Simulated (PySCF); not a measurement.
Homolysis of single bonds, series allenyl-X. All species are isolated molecules in the gas phase. One relaxed conformer stands for each flexible species; it need not be the lowest. Strings in code marks are SMILES.

The four lowest singlet excitations (Tamm–Dancoff). All values below come from PBE-D3(BJ)/def2-TZVP // B3LYP-D3(BJ)/def2-TZVP run with PySCF. Excitations are Tamm–Dancoff values on a coarser integration grid. The basis has no diffuse functions, so Rydberg states are missing or too high.

| state | energy (eV) | wavelength (nm) | oscillator strength |
|---|---|---|---|
| S1 | 4.13 | 300 | 0.000 |
| S2 | 4.97 | 249 | 0.000 |
| S3 | 5.72 | 217 | 0.144 |
| S4 | 6.13 | 202 | 0.000 |

Problem. Say which member gives these states.
A) `C=C=CCO`
B) `C=C=CCl`
C) `C=C=C[SeH]`
D) `C=C=CS`

Solution. D, `C=C=CS`
